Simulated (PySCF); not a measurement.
Radial density of Br (bromine, neutral)

UHF, [Ar] 3d10 4s2 4p5, 2P determinant. Calculation: PySCF 2.14, in ANO-RCC-VTZP (6s5p3d1f, 43 functions); the spin-free X2C one-electron Hamiltonian (Gaussian nucleus).

```json
{"r (bohr)": "0.000879", "4πr²ρ (e/bohr)": "0.4938", "4πr²(ρα − ρβ)": "0.0000"}
{"r (bohr)": "0.00148", "4πr²ρ (e/bohr)": "1.199", "4πr²(ρα − ρβ)": "0.0000"}
{"r (bohr)": "0.00249", "4πr²ρ (e/bohr)": "2.838", "4πr²(ρα − ρβ)": "0.0000"}
{"r (bohr)": "0.00418", "4πr²ρ (e/bohr)": "6.460", "4πr²(ρα − ρβ)": "0.0000"}
{"r (bohr)": "0.00703", "4πr²ρ (e/bohr)": "13.69", "4πr²(ρα − ρβ)": "0.0000"}
{"r (bohr)": "0.0118", "4πr²ρ (e/bohr)": "25.68", "4πr²(ρα − ρβ)": "0.0001"}
{"r (bohr)": "0.0199", "4πr²ρ (e/bohr)": "39.10", "4πr²(ρα − ρβ)": "0.0013"}
{"r (bohr)": "0.0335", "4πr²ρ (e/bohr)": "43.00", "4πr²(ρα − ρβ)": "0.0068"}
{"r (bohr)": "0.0563", "4πr²ρ (e/bohr)": "35.81", "4πr²(ρα − ρβ)": "0.0234"}
{"r (bohr)": "0.0947", "4πr²ρ (e/bohr)": "43.81", "4πr²(ρα − ρβ)": "0.0412"}
{"r (bohr)": "0.159", "4πr²ρ (e/bohr)": "48.90", "4πr²(ρα − ρβ)": "0.0092"}
{"r (bohr)": "0.268", "4πr²ρ (e/bohr)": "28.20", "4πr²(ρα − ρβ)": "0.0182"}
{"r (bohr)": "0.451", "4πr²ρ (e/bohr)": "35.28", "4πr²(ρα − ρβ)": "0.0891"}
{"r (bohr)": "0.758", "4πr²ρ (e/bohr)": "16.40", "4πr²(ρα − ρβ)": "0.0055"}
{"r (bohr)": "1.27", "4πr²ρ (e/bohr)": "4.984", "4πr²(ρα − ρβ)": "0.4618"}
{"r (bohr)": "2.14", "4πr²ρ (e/bohr)": "3.112", "4πr²(ρα − ρβ)": "0.4800"}
{"r (bohr)": "3.61", "4πr²ρ (e/bohr)": "0.4768", "4πr²(ρα − ρβ)": "0.0680"}
{"r (bohr)": "6.07", "4πr²ρ (e/bohr)": "0.01262", "4πr²(ρα − ρβ)": "0.0005"}
{"r (bohr)": "10.2", "4πr²ρ (e/bohr)": "1.621e-05", "4πr²(ρα − ρβ)": "0.0000"}
```

Densities and radii are taken from the X2C orbitals without a picture-change correction, which distorts them close to the nucleus.
